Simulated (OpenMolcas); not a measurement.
# Cl2+: Slater's ratio, worked from levels

- Program: OpenMolcas 26.06
- Basis: ANO-RCC-VQZP [6s5p3d2f1g]
- Scalar Hamiltonian: DKH2, point nucleus
- Active space: 5 electrons in 9 orbitals (RAS2 3s 3p; RAS3 3d, at most 2 electrons)
- State averaging: 2S+1 = 4 odd, 1 root; 2S+1 = 2 odd, 11 roots; 2S+1 = 4 even, 3 roots; 2S+1 = 2 even, 9 roots
- Spin-orbit coupling: RASSI with atomic mean-field integrals over the reference wave functions, term energies averaged over their components

Methods: RASSCF; MS-RASPT2, IPEA 0.25 Eh, imaginary shift 0.1 Eh (closed shells correlated: 2s 2p). Measured levels: Moore, Atomic Energy Levels, vol. I, NSRDS-NBS 35 (1971 reprint of NBS Circular 467, 1949).

**Slater's ratio.** With one set of orbitals, p3 has ²D° - ⁴S° = 9 F2 and ²P° - ²D° = 6 F2 (F2 = F²/25), a ratio of 2/3. Term energies are centres of gravity, weighted by 2J + 1.

```csv
Source,²D° - ⁴S°,²P° - ⁴S°,F2 from the first,Ratio
RASSCF,22122,34310,2458,0.551
MS-RASPT2,18403,30394,2045,0.652
measured,18093,29875,2010,0.651
```

Energies in cm-1. A ratio away from 2/3 shows effects beyond one configuration with one set of orbitals, and in heavier atoms second-order spin-orbit shifts.

The run also gave levels led by 3s² 3p² 3d, which use shells meant for correlation; these and all levels above them are left out. Computed and measured levels are paired by configuration, term and J; levels that our copy of the source lacks, or whose pairing is in doubt (as where it misses far off the trend of its configuration), stay unpaired and out of the deviations. Levels of configurations outside the active space are missing.

° marks odd parity.
